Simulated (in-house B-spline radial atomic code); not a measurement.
**The terbium ion Tb²⁺: [He] 2s2 (2p1/2)2 (2p3/2)3 3s2 3p6 (3d3/2)4 (3d5/2)5 4s2 4p6 4d10 4f9 5s2 5p6 6s2 (with a hole in an inner shell)**

Computed with a radial B-spline atomic code at the basis-set limit: Dirac-Kohn-Sham B3LYP, spherical fractional occupations, Fermi nucleus of rms radius 5.06 fm.

Screening seen three ways: the hydrogenic charge with the same mean radius, Z_r = [3n² - l(l+1)]/(2<r>), the one with the same energy, Z_e = n√(-2ε), and Slater's rules. Values are occupation-weighted means over j. An effective charge above Z reflects the relativistic contraction of the inner shells.

```json
{"shell": "1s", "electrons": "2", "ε (eV)": "-52257", "<r> (bohr)": "0.0215", "Z_r": "69.77", "Z_e": "61.97", "Slater": "64.70"}
{"shell": "2s", "electrons": "2", "ε (eV)": "-8872.9", "<r> (bohr)": "0.09048", "Z_r": "66.31", "Z_e": "51.07", "Slater": "61.20"}
{"shell": "2p", "electrons": "5", "ε (eV)": "-8006.5", "<r> (bohr)": "0.07954", "Z_r": "62.86", "Z_e": "48.52", "Slater": "61.20"}
{"shell": "3s", "electrons": "2", "ε (eV)": "-2041.7", "<r> (bohr)": "0.2353", "Z_r": "57.38", "Z_e": "36.75", "Slater": "54.60"}
{"shell": "3p", "electrons": "6", "ε (eV)": "-1753.2", "<r> (bohr)": "0.2329", "Z_r": "53.68", "Z_e": "34.05", "Slater": "54.60"}
{"shell": "3d", "electrons": "9", "ε (eV)": "-1369.1", "<r> (bohr)": "0.2105", "Z_r": "49.88", "Z_e": "30.09", "Slater": "45.20"}
{"shell": "4s", "electrons": "2", "ε (eV)": "-436.93", "<r> (bohr)": "0.5292", "Z_r": "45.36", "Z_e": "22.67", "Slater": "39.10"}
{"shell": "4p", "electrons": "6", "ε (eV)": "-338.55", "<r> (bohr)": "0.5566", "Z_r": "41.32", "Z_e": "19.95", "Slater": "39.10"}
{"shell": "4d", "electrons": "10", "ε (eV)": "-198.83", "<r> (bohr)": "0.5965", "Z_r": "35.21", "Z_e": "15.29", "Slater": "27.85"}
{"shell": "5s", "electrons": "2", "ε (eV)": "-78.608", "<r> (bohr)": "1.259", "Z_r": "29.79", "Z_e": "12.02", "Slater": "13.60"}
{"shell": "5p", "electrons": "6", "ε (eV)": "-52.879", "<r> (bohr)": "1.441", "Z_r": "25.32", "Z_e": "9.86", "Slater": "13.60"}
{"shell": "4f", "electrons": "9", "ε (eV)": "-40.546", "<r> (bohr)": "0.7331", "Z_r": "24.55", "Z_e": "6.91", "Slater": "18.20"}
{"shell": "6s", "electrons": "2", "ε (eV)": "-19.105", "<r> (bohr)": "3.095", "Z_r": "17.45", "Z_e": "7.11", "Slater": "4.85"}
```

The least bound orbital is 6s1/2 at -19.11 eV, and it is also the most diffuse (<r> = 3.095 bohr). The part-filled 2p shell lies below the filled 6s shell in orbital energy.

For the 1s electron the small component carries 5.88 % of the norm, the zero-frequency Breit interaction raises the level by 156 eV, self-energy by 95.48 eV, and vacuum polarisation lowers it by 15.8 eV.

Caution: exact exchange at fractional occupations of open shells leaves self-interaction of up to several eV.
